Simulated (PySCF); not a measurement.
## Simulated characterisation data

No solvent model, a single conformation, non-relativistic, equivalent nuclei averaged. Geometry: GFN2-xTB; GIAO PBE0/pcSseg-1 shieldings; PySCF 2.14.

References, each an isolated molecule treated in the same way: TMS for 1H (31.72 ppm) and 13C (186.93 ppm). Splittings of carbon signals by F and P are missing where no couplings were computed. Where no couplings were computed, multiplicities follow the n + 1 count of equivalent neighbours, and m marks all less simple cases (inequivalent or close neighbours, rings, F or P nearby). Shifts are as computed. Against solution values, carbons near 30 ppm lie about +3 ppm off and those near 130 ppm about +5 ppm. Of 1211 compounds with measured shifts, 218 miss one by over three times the rms of a fit or turn the order of signals round; such compounds aren't used in these exercises.

Compound 1 (C₅H₇FSi). 1H NMR (400 MHz, computed): δ 6.94 (m, 1H), 6.41 (m, 1H), 6.21 (m, 1H), 5.53 (m, 2H), 4.71 (m, 2H). 13C{1H} NMR (computed): δ 166.4 (C), 152.2 (CH), 137.9 (CH), 123.6 (CH), 88.2 (CH2). Structure: `FCC1=C[SiH2]C=C1`.

Compound 2 (C₈H₁₁O₂P). 1H NMR (400 MHz, computed): δ 7.22 (m, 2H), 4.16 (s, 6H), 2.54 (s, 3H). 13C{1H} NMR (computed): δ 201.2 (C), 148.3 (C), 121.6 (CH), 59.1 (CH3), 26.0 (CH3). Structure: `c1c(OC)pc(OC)cc1C`.
